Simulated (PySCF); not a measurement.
Harmonic spectrum computed at PBE0 in the def2-TZVP basis family (core potentials from Rb on, PySCF, no spin–orbit coupling):

```csv
ω (cm⁻¹),IR (km/mol)
141,15.1
175,13.4
312,3.6
674,98.9
988,293
1068,33.9
```

**Question.** Which molecule gave it? In each, all ligands are bound to the one heavy central atom.
A. SO₂F (doublet)
B. WO₂F (doublet)
C. RuO₂F (doublet)
D. MoO₂F (doublet)
E. CoO₂F (quintet)

**Answer.** C. It has C2v symmetry with Ru–F 1.839 Å, Ru–O 1.644 Å (×2).
